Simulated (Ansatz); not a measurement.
mer-[FeF3(NH3)3]- (FeN₃F₃H₉⁻). The state is a quintet with charge -1. Geometry B3LYP-D4/def2-SVPD.

```xyz
16

Fe    0.2253   -0.3485   -0.2907
F    -0.4693    1.4085    0.6564
F     0.4836   -2.1931   -0.7316
F     1.4423    0.7175   -1.6438
N    -1.2824   -0.9440    1.4392
H    -0.9305   -1.3949    2.2764
H    -2.1952   -1.3155    1.2010
H    -1.2897    0.0835    1.5236
N    -1.2209    0.4402   -1.8942
H    -1.8173    0.0048   -2.5891
H    -0.3360    0.7701   -2.3032
H    -1.6820    1.2204   -1.4346
N     2.0905    0.2327    0.9209
H     2.8373   -0.2857    1.3700
H     1.7661    1.0049    1.4964
H     2.3782    0.5992    0.0034
```

HSE06 is defined as in plane-wave codes, on full-range PBE exchange. At PBE-D4/def2-TZVPD, BLYP-D4/def2-TZVPD, HSE06-D4/def2-TZVPD the highest occupied level of the charge -1 quintet lies above zero (up to 1.99 eV). It is a level of β spin, whose loss leaves a sextet; that state wasn't run at this geometry and level. The electron is either unbound and held by the finite basis, or the level is raised by self-interaction error. The name describes the singlet; other states may take another shape.

Estimate the α-spin orbital energies around the gap (eV) in Ansatz with HF/def2-TZVPD, PBE-D4/def2-TZVPD, BLYP-D4/def2-TZVPD, PBE0-D4/def2-TZVPD, HSE06-D4/def2-TZVPD.


```
orbital  HF/def2-TZVPD  PBE-D4/def2-TZVPD  BLYP-D4/def2-TZVPD  PBE0-D4/def2-TZVPD  HSE06-D4/def2-TZVPD
 HOMO−9          -9.31              -2.75               -2.67               -4.53                -4.11
 HOMO−8          -9.25              -2.16               -2.11               -3.94                -3.53
 HOMO−7          -8.81              -2.15               -2.11               -3.90                -3.49
 HOMO−6          -8.72              -2.12               -2.06               -3.84                -3.42
 HOMO−5          -8.55              -1.84               -1.80               -3.59                -3.18
 HOMO−4          -8.49              -0.72               -0.60               -3.06                -2.64
 HOMO−3          -8.26              -0.53               -0.41               -2.90                -2.49
 HOMO−2          -7.95               0.10                0.19               -2.50                -2.09
 HOMO−1          -7.11               0.36                0.49               -1.93                -1.53
   HOMO          -6.89               0.54                0.65               -1.78                -1.38
   LUMO           4.83               2.64                2.66                3.28                 2.96
 LUMO+1           4.92               3.00                3.02                3.57                 3.28
 LUMO+2           5.52               3.32                3.31                3.95                 3.63
 LUMO+3           5.71               3.98                4.04                4.50                 4.22
 LUMO+4           6.46               4.46                4.46                5.08                 4.77
 LUMO+5           6.69               4.51                4.55                5.08                 4.79
 β HOMO          -5.44               1.99                1.98               -0.17                 0.25
 β LUMO           4.83               2.65                2.63                3.30                 2.97
```
